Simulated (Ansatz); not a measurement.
Question: Predict a relaxed structure of `C[Si](C)(C)C#Cc1cc2sc(-c3cc4sc(-c5cc6sc(-c7cc8sc(C#C[Si](C)(C)C)cc8s7)cc6s5)cc4s3)cc2s1`, charge 0, singlet, at PBE-D4/def2-SVP (Ansatz).

Answer: 
```xyz
70

C     0.567   12.821   10.554
Si    2.096   11.711   10.580
C     2.331   10.936   12.289
C     3.636   12.690   10.084
C     1.844   10.348    9.357
C     1.691    9.421    8.549
C     1.508    8.377    7.626
C     2.243    7.193    7.498
C     1.752    6.389    6.444
S     2.194    4.844    5.771
C     0.897    4.948    4.571
C     0.716    3.881    3.622
C     1.469    2.713    3.472
C     0.981    1.906    2.418
S     1.440    0.378    1.722
C     0.124    0.468    0.542
C    -0.068   -0.584   -0.423
C    -1.060   -0.671   -1.405
C    -0.932   -1.850   -2.174
S    -1.807   -2.550   -3.506
C    -0.712   -3.941   -3.554
C    -0.907   -4.988   -4.525
C    -0.221   -6.201   -4.627
C    -0.687   -6.977   -5.715
S    -0.282   -8.534   -6.376
C    -1.520   -8.364   -7.639
C    -1.705   -9.391   -8.581
C    -1.863  -10.299   -9.408
Si   -2.110  -11.644  -10.652
C    -3.656  -12.626  -10.185
C    -0.584  -12.758  -10.627
C    -2.326  -10.845  -12.352
C    -2.206   -7.149   -7.536
C    -1.732   -6.375   -6.453
S    -2.133   -4.815   -5.790
C     0.280   -3.855   -2.572
C     0.149   -2.679   -1.799
S     1.022   -1.978   -0.465
C    -0.632    1.636    0.695
C    -0.145    2.439    1.750
S    -0.605    3.968    2.445
C     0.161    6.128    4.700
C     0.646    6.938    5.756
S     0.203    8.480    6.425
H    -0.344   12.250   10.825
H     0.410   13.259    9.548
H     0.680   13.654   11.278
H     1.440   10.345   12.583
H     2.492   11.723   13.055
H     3.209   10.260   12.301
H     3.821   13.516   10.803
H     4.533   12.039   10.069
H     3.517   13.132    9.074
H     3.089    6.954    8.153
H     2.333    2.474    4.105
H    -1.835    0.092   -1.546
H     0.572   -6.502   -3.932
H    -3.837  -13.441  -10.916
H    -4.552  -11.973  -10.170
H    -3.549  -13.082   -9.180
H    -0.692  -13.583  -11.362
H    -0.437  -13.209   -9.624
H     0.331  -12.186  -10.882
H    -2.481  -11.621  -13.130
H    -3.203  -10.167  -12.364
H    -1.431  -10.252  -12.630
H    -3.007   -6.866   -8.229
H     1.062   -4.613   -2.442
H    -1.492    1.881    0.061
H    -0.685    6.380    4.048
```
 This is one stationary point.

Single mean-field runs in def2-SVP are fitted with def2-universal-jkfit.
